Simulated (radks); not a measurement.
Ionisation of neutral lead, [Hg] 6p2, to [Hg] 6p1 as the strength of local exchange is varied. Calculated with a radial shooting solver on a logarithmic mesh with Libxc functionals: Dirac Kohn-Sham, Slater X-alpha exchange (alpha = 2/3 is LDA exchange), no correlation, spin-unpolarised, spherical densities, finite nucleus; open shells are shared between the two j in proportion to 2j + 1; Fermi nuclear charge, rms radius 5.5012 fm.

alpha	E(Pb) (hartree)	exchange (hartree)	IE (eV)	-e of the level emptied (eV)	<r> of it (bohr)
0.667	-20902.9621	-370.2673	5.956	2.435 (6p3/2)	3.637
0.788	-20970.2444	-438.9012	6.798	3.092 (6p3/2)	3.446
0.789	-20970.8014	-439.4703	6.805	3.098 (6p3/2)	3.444
0.887	-21025.4607	-495.3892	7.527	3.678 (6p3/2)	3.311
0.914	-21040.5458	-510.8470	7.732	3.845 (6p3/2)	3.277
0.934	-21051.7271	-522.3116	7.885	3.971 (6p3/2)	3.252

NIST Atomic Spectra Database: 7.417 eV (measured). The Delta-SCF value meets it near alpha = 0.87. Spin polarisation and multiplet splitting are left out, so open shells lie too high by an amount that depends on their filling. Sharing an open shell by 2j + 1 raises it above the true ground level by a part of the spin-orbit splitting, which enters the differences from NIST.

Beside tabulated values, note that spin-unpolarised runs miss the spin-polarisation part of the exchange energy of open shells.
